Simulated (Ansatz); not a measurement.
```xyz
2

P     0.0000    0.0000   -0.4358
N     0.0000    0.0000    0.9338
```

Basis set: cc-pVDZ (spherical functions). Correlated methods keep 6 orbitals frozen. Charge 0, multiplicity 1.

Computed with Ansatz (development build ahead of 0.2.0); each method stands on the lowest determinant of its kind that the runs found. Restricted open shells among the atoms or ions are ROHF, correlated in semicanonical orbitals with singles.

Give the atomization energy at this shape (free ground-state atoms in the same class of orbitals less the molecule, no zero-point energy) of singlet PN by RHF-MP2, RHF.

```csv
method,atomization energy
RHF-MP2,4.43 eV
RHF,0.83 eV
```

Caution: no unrestricted run beside it, a lower state can exist; the shape is not the minimum.
